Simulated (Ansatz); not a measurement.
Relaxation of GeH3OSb (6 atoms, charge 0, multiplicity 1), to a largest force component of 0.02 eV/Å in at most 50 steps.

All numbers below come from RKS B3LYP-D4/def2-mTZVP in Ansatz.

```xyz
6
Properties=species:S:1:pos:R:3
O 0.852 -0.842 -0.015
Ge -0.683 0.138 -0.571
Sb 0.132 -0.493 1.741
H 1.255 -1.356 -0.760
H 0.069 1.072 -1.522
H 0.845 1.081 1.878
```

Q: Where does it end, and by what steps?

A: It converged. After 9 steps the energy has fallen by 1.833 eV; H5 moved furthest, 0.63 Å.

```csv
step,energy less start (eV),largest force component (eV/Å),accepted
0,0.0000,5.039,yes
1,-1.0487,1.788,yes
2,-1.4059,1.007,yes
3,-1.5669,1.006,yes
4,-1.6465,2.207,yes
5,-1.8144,0.325,yes
6,-1.8263,0.197,yes
7,-1.8327,0.022,yes
8,-1.8329,0.025,yes
9,-1.8330,0.004,yes
```

```xyz
6
Properties=species:S:1:pos:R:3
O 1.095 -0.764 -0.261
Ge -0.768 -0.061 -0.938
Sb 0.122 -0.374 1.633
H 1.181 -1.719 -0.395
H -0.145 1.406 -1.029
H 0.985 1.112 1.741
```

Run time: 28 s on 2 threads of Arm Neoverse V2 (shared host), peak memory 0.25 GiB.
